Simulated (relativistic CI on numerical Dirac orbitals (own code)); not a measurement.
# Sensitivity of the levels of Zn7+ to α and to the nuclear radius

Calculated at this level of theory: Dirac-Coulomb-Breit CI, orbitals from a KLI potential per configuration, derivatives by finite differences, unscaled Slater integrals, QED left out (own radial code, finite nucleus).

CI space (outside the closed core [Ne]): 3s²3p⁶3d⁵, 3s²3p⁵3d⁶, 3s²3p⁶3d⁴4s, 3s²3p⁶3d⁴4p, 3s3p⁶3d⁶, 3s²3p⁶3d³4s², 3s²3p⁶3d²4s²4p, 3p⁶3d⁷, 3p⁵3d⁸. Double excitations out of closed p, d and f shells are left out; levels of such configurations are missing from the list, as are those of other unlisted configurations, and high levels can miss mixing partners.

With x = (α/α₀)² − 1 an excitation energy changes as ω = ω₀ + qx; K = 2q/ω₀ is the relative enhancement. Terms are leading LS components, so labels can repeat. The field-shift factor is F = δν/δ⟨r²⟩ for the transition from the lowest level.

Lowest level 3s²3p⁶3d⁵ ⁶S5/2.

```
           Level  ω₀ (cm⁻¹)  q (cm⁻¹)  F (GHz/fm²)
3s²3p⁶3d⁵ ⁴G11/2    54674.6      -456       0.0593
 3s²3p⁶3d⁵ ⁴G5/2    54759.9    -597.1       0.0583
 3s²3p⁶3d⁵ ⁴G7/2    54849.4    -335.4       0.0596
 3s²3p⁶3d⁵ ⁴G9/2    54850.7    -228.5       0.0602
 3s²3p⁶3d⁵ ⁴P5/2    61255.0     -2055       0.0458
 3s²3p⁶3d⁵ ⁴P3/2    61714.0     -1302       0.0492
 3s²3p⁶3d⁵ ⁴P1/2    62213.8    -453.8       0.0532
 3s²3p⁶3d⁵ ⁴D7/2    66857.6    -400.1       0.0558
 3s²3p⁶3d⁵ ⁴D1/2    67506.4     684.3       0.0604
 3s²3p⁶3d⁵ ⁴D3/2    67839.7      1252       0.0632
 3s²3p⁶3d⁵ ⁴D5/2    67845.4      1212       0.0633
3s²3p⁶3d⁵ ²I11/2    78884.8    -965.7       0.0968
3s²3p⁶3d⁵ ²I13/2    79079.6    -411.1       0.0993
 3s²3p⁶3d⁵ ²D5/2    84956.4     -2468       0.0637
 3s²3p⁶3d⁵ ²D3/2    86753.9    -754.8       0.0699
 3s²3p⁶3d⁵ ²F7/2    89114.2    -593.7       0.0783
 3s²3p⁶3d⁵ ⁴F9/2    91594.2     -1265       0.0998
 3s²3p⁶3d⁵ ⁴F5/2    91630.0     749.7       0.0979
 3s²3p⁶3d⁵ ⁴F7/2    92224.2     127.2        0.106
 3s²3p⁶3d⁵ ⁴F3/2    92931.2      1131        0.109
 3s²3p⁶3d⁵ ⁴F5/2    93438.4      3587        0.108
 3s²3p⁶3d⁵ ²H9/2    95981.0     -1144        0.106
3s²3p⁶3d⁵ ²H11/2    97447.7     799.8        0.121
```

At this charge configurations can still be misplaced by up to about 7 % of their energy. Terms inside the open d or f shell come out 10 to 20 % too wide with unscaled integrals.

Which transition from the lowest level has the largest |K|?

3s²3p⁶3d⁵ ⁴F5/2 at 93438.4 cm⁻¹, K = 0.0768.
